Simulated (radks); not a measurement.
Task: Coulomb parameter of the 4d shell of neutral molybdenum in the model configuration [Kr] 4d4.5 5s1.5, as a second difference U = [E(n + 0.5) + E(n - 0.5) - 2 E(n)] / (0.5)^2 with all orbitals relaxed. "Bare": the charge of the atom changes with n. "Screened": the 5s shell takes up the change at fixed total charge, which measures U(4d,4d) + U(5s,5s) - 2 U(4d,5s). Method: scalar-relativistic Kohn-Sham, PBEsol, spin-unpolarised, spherical densities, point nucleus; computed with a radial shooting solver on a logarithmic mesh with Libxc functionals. Estimate both.

Result: U(bare) = 8.204 eV, U(screened by 5s) = 1.100 eV, against the Slater integral F0(4d,4d) = 12.972 eV with frozen orbitals. The step up makes a negative ion, whose loosely bound charge lowers the bare value.
